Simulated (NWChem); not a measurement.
System: CH4OSe; SMILES CO[SeH]

The following NWChem deck was run.

```
start job
memory heap 200 mb stack 900 mb global 1100 mb
geometry units angstroms noautosym nocenter noautoz
  Se    -0.013161    -0.726063     0.053273
  H     -0.431216    -0.820654    -1.366436
  O      0.641061     0.955922    -0.029635
  C     -0.317651     1.982243     0.029037
  H     -0.961127     1.912313     0.923940
  H      0.244866     2.928306     0.069589
  H     -0.967687     1.999726    -0.865718
end
basis spherical
  * library pcsseg-1
end
dft
  xc kt2
  iterations 150
end
property
  shielding
end
task dft property
```

Parts of the log:

```
             Northwest Computational Chemistry Package (NWChem) 7.3.0
             --------------------------------------------------------

                             Geometry "geometry" -> ""
                             -------------------------

 Output coordinates in angstroms (scale by  1.889725989 to convert to a.u.)

  No.       Tag          Charge          X              Y              Z
 ---- ---------------- ---------- -------------- -------------- --------------
    1 Se                  34.0000    -0.01316100    -0.72606300     0.05327300
    2 H                    1.0000    -0.43121600    -0.82065400    -1.36643600
    3 O                    8.0000     0.64106100     0.95592200    -0.02963500
    4 C                    6.0000    -0.31765100     1.98224300     0.02903700
    5 H                    1.0000    -0.96112700     1.91231300     0.92394000
    6 H                    1.0000     0.24486600     2.92830600     0.06958900
    7 H                    1.0000    -0.96768700     1.99972600    -0.86571800

 Effective nuclear repulsion energy (a.u.)     185.3041891532

                              NWChem Property Module
                              ----------------------

  itol2e modified to match energy
  convergence criterion.

                                 NWChem DFT Module
                                 -----------------

 Summary of "ao basis" -> "ao basis" (spherical)
 ------------------------------------------------------------------------------
       Tag                 Description            Shells   Functions and Types
 ---------------- ------------------------------  ------  ---------------------
 Se                         pcsseg-1                15       41   5s7p3d
 H                          pcsseg-1                 3        5   2s1p
 O                          pcsseg-1                 7       17   3s3p1d
 C                          pcsseg-1                 7       17   3s3p1d

  itol2e modified to match energy
  convergence criterion.

            General Information
            -------------------
          SCF calculation type: DFT
          Wavefunction type:  closed shell.
          No. of atoms     :     7
          No. of electrons :    52
           Alpha electrons :    26
            Beta electrons :    26
          Charge           :     0
          Spin multiplicity:     1
          Use of symmetry is: off; symmetry adaption is: off
          Maximum number of iterations: 150
          AO basis - number of functions:    95
                     number of shells:    41
          Convergence on energy requested:  1.00D-07
          Convergence on density requested:  1.00D-05
          Convergence on gradient requested:  5.00D-04

              XC Information
              --------------
                          KT2 Method XC Functional
                        Slater Exchange Functional  1.072 local
                           KT1 gradient correction  1.000 non-local
            Perdew 1991 LDA Correlation Functional  0.577 local

             Grid Information
             ----------------
          Grid used for XC integration:  fine
          Radial quadrature: Mura-Knowles
          Angular quadrature: Lebedev.
          Tag              B.-S. Rad. Rad. Pts. Rad. Cut. Ang. Pts.
          ---              ---------- --------- --------- ---------
          Se                  1.15      140          11.0       974
          H                   0.35       60          11.0       590
          O                   0.60       70           8.0       590
          C                   0.70       70          10.0       590
          Grid pruning is: on
          Number of quadrature shells:   520
          Spatial weights used:  Erf1

      Superposition of Atomic Density Guess
      -------------------------------------

 Sum of atomic energies:       -2513.92341116

      Non-variational initial energy
      ------------------------------

 Total energy =   -2514.985354
 1-e energy   =   -3868.173345
 2-e energy   =    1167.883802
 HOMO         =      -0.260315
 LUMO         =      -0.042160

   convergence    iter        energy       DeltaE   RMS-Dens  Diis-err
 ---------------- ----- ----------------- --------- --------- ---------
 d= 0,ls=0.0,diis     1  -2528.0196132256 -2.71D+03  1.12D-02  2.95D+00
 d= 0,ls=0.0,diis     2  -2527.9830519573  3.66D-02  1.17D-02  9.69D-01
 d= 0,ls=0.0,diis     3  -2527.9302051528  5.28D-02  6.30D-03  1.51D+00
 d= 0,ls=0.0,diis     4  -2528.0709191018 -1.41D-01  1.31D-03  3.03D-02
 d= 0,ls=0.0,diis     5  -2528.0732766822 -2.36D-03  4.11D-04  2.43D-03
  Resetting Diis
 d= 0,ls=0.0,diis     6  -2528.0735320065 -2.55D-04  1.18D-04  2.12D-04
 d= 0,ls=0.0,diis     7  -2528.0735605750 -2.86D-05  5.42D-05  1.63D-05
 d= 0,ls=0.0,diis     8  -2528.0735566014  3.97D-06  3.87D-05  5.78D-05
 d= 0,ls=0.0,diis     9  -2528.0735619352 -5.33D-06  1.10D-05  2.66D-06
 d= 0,ls=0.0,diis    10  -2528.0735621890 -2.54D-07  2.17D-06  9.05D-08
 d= 0,ls=0.0,diis    11  -2528.0735622009 -1.19D-08  2.45D-07  1.17D-09

         Total DFT energy =    -2528.073562200884
      One electron energy =    -3872.747616018094
           Coulomb energy =     1273.361869823219
    Exchange-Corr. energy =     -113.992005159181
 Nuclear repulsion energy =      185.304189153173

 Numeric. integr. density =       51.999999739077

                       DFT Final Molecular Orbital Analysis
                       ------------------------------------

 Vector   24  Occ=2.000000D+00  E=-2.982532D-01
              MO Center=  2.0D-01,  1.1D+00,  1.6D-02, r^2= 2.8D+00
   Bfn.  Coefficient  Atom+Function         Bfn.  Coefficient  Atom+Function
  ----- ------------  ---------------      ----- ------------  ---------------
    56      0.287402  3 O  px                53      0.276539  3 O  px
    86     -0.271821  6 H  s                 22     -0.256218  1 Se py
    25     -0.207048  1 Se py                70     -0.173749  4 C  px
    91      0.163080  7 H  s                 50      0.147736  3 O  px
    54      0.138101  3 O  py                81      0.132687  5 H  s

 Vector   25  Occ=2.000000D+00  E=-2.465877D-01
              MO Center=  2.2D-01,  8.5D-01, -9.6D-02, r^2= 2.2D+00
   Bfn.  Coefficient  Atom+Function         Bfn.  Coefficient  Atom+Function
  ----- ------------  ---------------      ----- ------------  ---------------
    58      0.416444  3 O  pz                55      0.406665  3 O  pz
    52      0.216983  3 O  pz                91      0.205932  7 H  s
    81     -0.191467  5 H  s                 42      0.188602  2 H  s
     5     -0.137837  1 Se s                 43      0.123384  2 H  s
    92      0.123738  7 H  s                 72     -0.119829  4 C  pz

 Vector   26  Occ=2.000000D+00  E=-2.045517D-01
              MO Center= -5.6D-03, -5.3D-01,  2.6D-02, r^2= 2.1D+00
   Bfn.  Coefficient  Atom+Function         Bfn.  Coefficient  Atom+Function
  ----- ------------  ---------------      ----- ------------  ---------------
    24      0.556177  1 Se px                21      0.452927  1 Se px
    25     -0.200532  1 Se py                15     -0.168470  1 Se px
    26     -0.153840  1 Se pz                56     -0.139140  3 O  px
    23     -0.133131  1 Se pz                22     -0.131930  1 Se py
    53     -0.128387  3 O  px                18     -0.118962  1 Se px

 Vector   27  Occ=0.000000D+00  E=-8.031430D-02
              MO Center=  5.9D-02, -3.4D-01,  4.8D-02, r^2= 2.8D+00
   Bfn.  Coefficient  Atom+Function         Bfn.  Coefficient  Atom+Function
  ----- ------------  ---------------      ----- ------------  ---------------
    25      0.713025  1 Se py                49     -0.490270  3 O  s
    22      0.345948  1 Se py                24      0.316946  1 Se px
    57      0.305895  3 O  py                54      0.210113  3 O  py
    56      0.181291  3 O  px                53      0.156691  3 O  px
    21      0.153308  1 Se px                 4      0.151963  1 Se s

 Vector   28  Occ=0.000000D+00  E=-1.118359D-02
              MO Center= -2.9D-01, -6.5D-01, -8.2D-01, r^2= 3.5D+00
   Bfn.  Coefficient  Atom+Function         Bfn.  Coefficient  Atom+Function
  ----- ------------  ---------------      ----- ------------  ---------------
    43      1.256047  2 H  s                 26      0.865150  1 Se pz
     5     -0.718192  1 Se s                  4     -0.344253  1 Se s
    42      0.308482  2 H  s                 23      0.300112  1 Se pz
     3      0.262131  1 Se s                 66     -0.244646  4 C  s
    82      0.209237  5 H  s                 24      0.185383  1 Se px

 Vector   29  Occ=0.000000D+00  E= 4.475858D-02
              MO Center= -5.5D-01,  2.3D+00, -6.8D-02, r^2= 4.9D+00
   Bfn.  Coefficient  Atom+Function         Bfn.  Coefficient  Atom+Function
  ----- ------------  ---------------      ----- ------------  ---------------
    66      1.781801  4 C  s                 87     -0.964607  6 H  s
    92     -0.942510  7 H  s                 82     -0.759697  5 H  s
    74      0.289441  4 C  py                43      0.233205  2 H  s
    65      0.233279  4 C  s                 26      0.198008  1 Se pz
    73     -0.151927  4 C  px                25      0.133745  1 Se py

     Multipole analysis of the density
     ---------------------------------

     L   x y z        total         alpha         beta         nuclear
     -   - - -        -----         -----         ----         -------
     0   0 0 0     -0.000000    -26.000000    -26.000000     52.000000

[...]

          -----------------------------------------
          Chemical Shielding Tensors (GIAO, in ppm)
          -----------------------------------------

                                NWChem CPHF Module
                                ------------------

  scftype          =     RHF
  nclosed          =       26
  nopen            =        0
  variables        =     1794
  # of vectors     =        3
  tolerance        = 0.10D-03
  level shift      = 0.00D+00
  max iterations   =       50
  max subspace     =       30

 SCF residual:    6.8469077689552709E-006

Iterative solution of linear equations
  No. of variables     1794
  No. of equations        3
  Maximum subspace       30
        Iterations       50
       Convergence  1.0D-04

   iter   nsub   residual    time
   ----  ------  --------  ---------
     1      3    5.20D-06      29.7

      Atom:    1  Se
        Diamagnetic
   2995.0341      5.1577      1.3201
      5.1577   3007.5376     -0.2660
      1.3201     -0.2660   2998.4950

        Paramagnetic
  -2126.0868    579.6501   -327.4256
    579.6501  -1197.6358    482.1614
   -327.4256    482.1614  -4084.3421

        Total Shielding Tensor
    868.9473    584.8078   -326.1055
    584.8078   1809.9019    481.8953
   -326.1055    481.8953  -1085.8471

           isotropic =     531.0007
          anisotropy =    2381.0731

          Principal Components and Axis System
                 1           2           3
             2118.3828  -1248.9602    723.5794

      1         0.4013      0.2004      0.8938
      2         0.9109     -0.1897     -0.3664
      3         0.0962      0.9612     -0.2587

      Atom:    2  H
        Diamagnetic
     19.6236      2.4518      8.0200
      2.4518     21.6128      3.4501
      8.0200      3.4501     42.1548

        Paramagnetic
      0.2504      1.2627     -5.7159
      1.2627      4.8433      0.4340
     -5.7159      0.4340    -18.4879

        Total Shielding Tensor
     19.8740      3.7145      2.3041
      3.7145     26.4561      3.8841
      2.3041      3.8841     23.6668

           isotropic =      23.3323
          anisotropy =      11.3728

          Principal Components and Axis System
                 1           2           3
               30.9142     20.9534     18.1293

      1         0.3678     -0.0742      0.9270
      2         0.7659     -0.5412     -0.3472
      3         0.5274      0.8376     -0.1422

      Atom:    3  O
        Diamagnetic
    390.6323     -0.9220     -1.4390
     -0.9220    420.0987     -0.2254
     -1.4390     -0.2254    371.5062

        Paramagnetic
    -47.1221     32.9194     36.3714
     32.9194   -109.1709    -33.7896
     36.3714    -33.7896     21.0240

        Total Shielding Tensor
    343.5103     31.9974     34.9324
     31.9974    310.9278    -34.0149
     34.9324    -34.0149    392.5302

           isotropic =     348.9894
          anisotropy =      96.9745

          Principal Components and Axis System
                 1           2           3
              413.6391    360.8652    272.4640

      1         0.3684      0.7661     -0.5266
      2        -0.1868      0.6159      0.7653
      3         0.9107     -0.1836      0.3700

      Atom:    4  C
        Diamagnetic
    249.3649     -8.4461     -0.2002
     -8.4461    253.5241      0.4589
     -0.2002      0.4589    241.8205

        Paramagnetic
   -138.5351    -34.9653     -3.4616
    -34.9653   -101.6014      1.3078
     -3.4616      1.3078   -172.1161

        Total Shielding Tensor
    110.8298    -43.4114     -3.6618
    -43.4114    151.9228      1.7667
     -3.6618      1.7667     69.7044

           isotropic =     110.8190
          anisotropy =     103.0410

          Principal Components and Axis System
                 1           2           3
              179.5130     83.6757     69.2682

      1        -0.5352      0.8324      0.1440
      2         0.8441      0.5334      0.0545
      3         0.0314     -0.1507      0.9881

      Atom:    5  H
        Diamagnetic
     29.4192     -3.2233     -7.8262
     -3.2233     26.8863      1.6718
     -7.8262      1.6718     30.7745

        Paramagnetic
     -1.8059     -0.6195      5.8934
     -0.6195      1.5068      0.8397
      5.8934      0.8397     -3.8473

        Total Shielding Tensor
     27.6133     -3.8427     -1.9328
     -3.8427     28.3931      2.5116
     -1.9328      2.5116     26.9272

           isotropic =      27.6445
          anisotropy =       8.6445

          Principal Components and Axis System
                 1           2           3
               33.4075     25.4258     24.1002

      1        -0.5937      0.4185      0.6873
      2         0.6747     -0.2066      0.7086
      3         0.4386      0.8844     -0.1597

      Atom:    6  H
        Diamagnetic
     26.3360      4.0347      0.2636
      4.0347     39.1581      0.6620
      0.2636      0.6620     22.7965

        Paramagnetic
     -2.2484     -4.9401     -0.3310
     -4.9401     -5.0550     -0.2529
     -0.3310     -0.2529      0.1803

        Total Shielding Tensor
     24.0876     -0.9054     -0.0675
     -0.9054     34.1031      0.4091
     -0.0675      0.4091     22.9768

           isotropic =      27.0559
          anisotropy =      10.7155

          Principal Components and Axis System
                 1           2           3
               34.1996     24.0073     22.9607

      1        -0.0894      0.9955      0.0324
      2         0.9953      0.0905     -0.0340
      3         0.0368     -0.0293      0.9989

      Atom:    7  H
        Diamagnetic
     29.6191     -3.7323      7.8773
     -3.7323     27.1802     -2.3172
      7.8773     -2.3172     30.6309

        Paramagnetic
     -1.7136     -0.3793     -5.8641
     -0.3793      2.1025      0.0233
     -5.8641      0.0233     -4.3008

        Total Shielding Tensor
     27.9055     -4.1116      2.0132
     -4.1116     29.2827     -2.2939
      2.0132     -2.2939     26.3301

           isotropic =      27.8395
          anisotropy =       9.2112

          Principal Components and Axis System
                 1           2           3
               33.9803     25.1166     24.4215

      1        -0.6017     -0.1830      0.7775
      2         0.7076      0.3294      0.6251
      3        -0.3705      0.9263     -0.0687
```

Level: KT2/pcSseg-1, GIAO. The geometry was optimised at PBE0/def2-SVP. The printed shielding anisotropy is the first printed principal value minus the mean of the other two.
